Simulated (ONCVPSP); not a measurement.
What the settings do to the ONCV potential of Tm

Base potential:

ONCVPSP 4.0.1 input, shortened (lines: element, Z, core and valence counts, functional; n l f; lmax; l rc ep ncon nbas qcut; lloc lpopt rc5 dvloc0; l nproj debl; icmod fcfact rcfact), PBEsol, scalar-relativistic:

```
  Tm 69.00    9    4  -116133      upf
    1    0    2.00
    2    0    2.00
    2    1    6.00
    3    0    2.00
    3    1    6.00
    3    2   10.00
    4    0    2.00
    4    1    6.00
    4    2   10.00
    4    3   13.00
    5    0    2.00
    5    1    6.00
    6    0    2.00
    3
    0    1.75    0.00    3    6    5.70
    1    1.50    0.00    4    8    5.50
    2    1.50    0.20    5    9    7.50
    3    1.10    0.00    4    9   16.10
    4    5    1.00    0.00
    0    2    3.60
    1    1    3.50
    2    1    3.20
    3    2    1.10
    4    0.75    0.00
```

In the d channel the program set the typed energies aside and used 0.050 Ha.

Cutoffs, loose and tight: the cutoffs (Ha) at which the residual kinetic energy of the hardest occupied pseudo-wave falls to 1 and 0.1 mHa per electron. They do not see the model core or the augmentation charge, which bear on the density cutoff. Test errors are all-electron minus pseudo excitation energies from the reference, over the configurations 4f13 5s2 5p6 6s1; 4f13 5s2 5p6 6s0; 4f12 5s2 5p6 6s0; 4f11 5s2 5p6 6s0. A dash means not determined; rows that change the core or the reference have their own tests.

A true bound ghost makes a file unfit for plane-wave use even where its test errors are small: the radial tests pick states by their node count and pass the ghost by.

| change | outcome | cutoff, loose | cutoff, tight | bound ghosts | GHOST(+) flags above zero | largest test error (meV) |
| --- | --- | --- | --- | --- | --- | --- |
| base | generated, projector energies reset by the program | 110 Ha | 129 Ha | s | p | tests left out (the all-electron energies of this program are off by 10 to 40 meV for near-neutral 4f atoms) |
| all radii but the core radius scaled by about 0.81 (s 1.42, p 1.22, d 1.22, f 0.88 bohr); local potential polynomial inside 0.80 bohr (lpopt 5, dvloc0 0 Ha) | failed: ERROR pspot: first pseudo wave function has node, program will stop | – | – | – | – | – |
| all radii but the core radius scaled by about 0.87 (s 1.52, p 1.30, d 1.30, f 0.96 bohr); local potential polynomial inside 0.86 bohr (lpopt 5, dvloc0 0 Ha) | generated | 123 Ha | 376 Ha | s, p | none | tests left out (the all-electron energies of this program are off by 10 to 40 meV for near-neutral 4f atoms) |
| all radii but the core radius scaled by about 0.94 (s 1.64, p 1.40, d 1.40, f 1.04 bohr); local potential polynomial inside 0.94 bohr (lpopt 5, dvloc0 0 Ha) | generated | 115 Ha | 222 Ha | s, p | none | tests left out (the all-electron energies of this program are off by 10 to 40 meV for near-neutral 4f atoms) |
| all radii but the core radius scaled by about 1.10 (s 1.92, p 1.66, d 1.66, f 1.22 bohr); local potential polynomial inside 1.10 bohr (lpopt 5, dvloc0 0 Ha) | generated, projector energies reset by the program | 102 Ha | 118 Ha | none | s | tests left out (the all-electron energies of this program are off by 10 to 40 meV for near-neutral 4f atoms) |
| all radii but the core radius scaled by about 1.15 (s 2.02, p 1.72, d 1.72, f 1.26 bohr); local potential polynomial inside 1.16 bohr (lpopt 5, dvloc0 0 Ha) | generated, projector energies reset by the program | 99 Ha | 116 Ha | none | s | tests left out (the all-electron energies of this program are off by 10 to 40 meV for near-neutral 4f atoms) |
| all radii but the core radius scaled by about 1.25 (s 2.18, p 1.88, d 1.88, f 1.38 bohr); local potential polynomial inside 1.26 bohr (lpopt 5, dvloc0 0 Ha) | failed: ERROR pspot: first pseudo wave function has node, program will stop | – | – | – | – | – |
| all radii but the core radius scaled by about 1.31 (s 2.30, p 1.96, d 1.96, f 1.44 bohr); local potential polynomial inside 1.32 bohr (lpopt 5, dvloc0 0 Ha) | failed: ERROR pspot: first pseudo wave function has node, program will stop | – | – | – | – | – |

Reading the sweep of the scale of all radii but the core radius (base = 1) (base included, trends over the rows without a ghost): Bound ghosts are found at 0.87, 0.94, 1. The generation fails at 0.81, 1.25, 1.31.
